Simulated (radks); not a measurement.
Removal energies from the aluminium ion Al4+, [He] 2s2 2p5, by Delta-SCF beside the eigenvalue of the level emptied. All-electron calculation, scalar-relativistic Kohn-Sham, r2SCAN, spin-polarised, spherical densities, finite nucleus; meta-GGA in the generalised Kohn-Sham scheme; Fermi nuclear charge, rms radius of each element as measured or else 0.836 A^(1/3) + 0.57 fm. Program: a radial shooting solver on a logarithmic mesh with Libxc functionals. Open shells are filled with parallel spins first.

removed from  final configuration  Delta-SCF (eV)  -eigenvalue (eV)
2p                   [He] 2s2 2p4          154.62            137.86
2s                   [He] 2s1 2p5          193.43            177.73
1s                    1s1 2s2 2p5          1654.5            1599.8
